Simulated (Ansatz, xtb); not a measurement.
Species: ZnH, net charge 0, doublet state. The spin state was set by rule; other spins were not relaxed. SMILES of the parent species: [ZnH]
Geometry from a B3LYP-D3(BJ)/def2-TZVP (Ansatz, a program for electronic structure) optimisation:
```xyz
2

Zn     0.0000     0.0000    -0.0527
H      0.0000     0.0000     1.5801
```
Charge 0, spin multiplicity 2.

Harmonic wavenumbers from GFN2-xTB (xtb, at its own minimum), cm⁻¹: 1159.

Task: Give the harmonic wavenumbers at B3LYP-D3(BJ)/def2-TZVP (Ansatz, finite differences of forces, unscaled).

Result: 1473 cm⁻¹. Zero-point energy 2.1 kcal/mol.

Task: From these and the geometry, give the ideal-gas thermochemistry at 298.15 K and 1 atm (rigid rotor, harmonic oscillator).

Result: Point group C∞v, rotational symmetry number 1. Rotational constants 191, 191 GHz. S(trans) 38.50, S(rot) 8.91, S(vib) 0.01, S(elec, spin only) 1.38, S 48.8 cal/(mol K). H(298) - H(0) 2.08 kcal/mol; G - E(el) -10.4 kcal/mol.
